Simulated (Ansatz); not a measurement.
## Relaxing a trial structure of AlBHOSi

The starting geometry of this gas-phase doublet was optimised with GFN2-xTB; its bonds are those of `O=B[Si][AlH]`.

```xyz
5

Al    1.7277   -0.7456   -0.7523
B    -1.0700    0.2322   -0.3279
O    -1.5931    0.8067    0.5868
Si   -0.3156   -0.7090   -1.8790
H     3.1063   -0.7017    0.1531
```

Problem. Predict what it relaxes into with r2SCAN-D4/def2-SVP.

Solution. A new bond forms, giving a structure given below by its coordinates. Contacts that close: Al1–B2 (2.99 → 2.32 Å).

The energy falls by 0.28 eV over 13 steps:

```json
{"step": "1", "E − E(last) (eV)": "0.278"}
{"step": "2", "E − E(last) (eV)": "0.106"}
{"step": "4", "E − E(last) (eV)": "0.025"}
{"step": "5", "E − E(last) (eV)": "0.010"}
{"step": "6", "E − E(last) (eV)": "0.004"}
{"step": "8", "E − E(last) (eV)": "0.000"}
{"step": "9", "E − E(last) (eV)": "0.000"}
{"step": "10", "E − E(last) (eV)": "0.000"}
{"step": "12", "E − E(last) (eV)": "0.000"}
{"step": "13", "E − E(last) (eV)": "0.000"}
```

Final geometry (Å):

```xyz
5

Al    1.3869   -0.6147   -0.6757
B    -0.8011    0.1162   -0.4136
O    -0.9020    0.6615    0.6847
Si   -0.4278   -0.8079   -2.1556
H     2.5994   -0.4726    0.3408
```

Frequencies at the end are all real (lowest 46 cm⁻¹). Open shells are spin-unrestricted. Run with Ansatz 0.2.0, 75 s on 1 thread of Intel(R) Xeon(R) Processor @ 2.70GHz, with other jobs on the host.
